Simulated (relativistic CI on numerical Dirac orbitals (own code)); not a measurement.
Slater and spin-orbit integrals, Ta LXVIII

Calculated at this level of theory: Dirac-Coulomb-Breit CI, orbitals from a KLI potential per configuration, QED by a radiative potential, unscaled Slater integrals (own radial code, finite nucleus).

Slater integrals F^k, G^k are unscaled and averaged over j, outside the closed core 1s2; ζ comes from projecting the Hamiltonian with its Breit term on Σ l·s of the shell.

- 2s²2p²: F^2(2p,2p) = 1.4015e+06, ζ(2p) = 7.3151e+06 cm⁻¹; <r>(2p) = 0.06699, <r^2>(2p) = 0.005472 (bohr units).
- 2s2p³: F^2(2p,2p) = 1.4005e+06, G^1(2s,2p) = 1.5068e+06, ζ(2p) = 7.298e+06 cm⁻¹; <r>(2s) = 0.07564, <r^2>(2s) = 0.006798, <r>(2p) = 0.06704, <r^2>(2p) = 0.005481 (bohr units).
- 2p⁴: F^2(2p,2p) = 1.3987e+06, ζ(2p) = 7.2812e+06 cm⁻¹; <r>(2p) = 0.06712, <r^2>(2p) = 0.005494 (bohr units).

Averages of the first 10 configurations, taken without configuration mixing, which lowers the lowest level and can move excited configurations by several eV; other configurations of the list can lie among them:

```
Configuration  Parity  States  Average energy above the lowest level (eV)
       2s²2p²    even      15                                      1798.7
        2s2p³     odd      40                                      3007.0
          2p⁴    even      15                                      4277.3
        2p³3s     odd      40                                     13407.7
        2p³3p    even     120                                     13759.8
        2p³3d     odd     200                                     14034.1
      2s²2p3s     odd      12                                     11002.5
      2s²2p3p    even      36                                     11366.3
      2s²2p3d     odd      60                                     11640.5
      2s2p²3s    even      60                                     12173.9
```
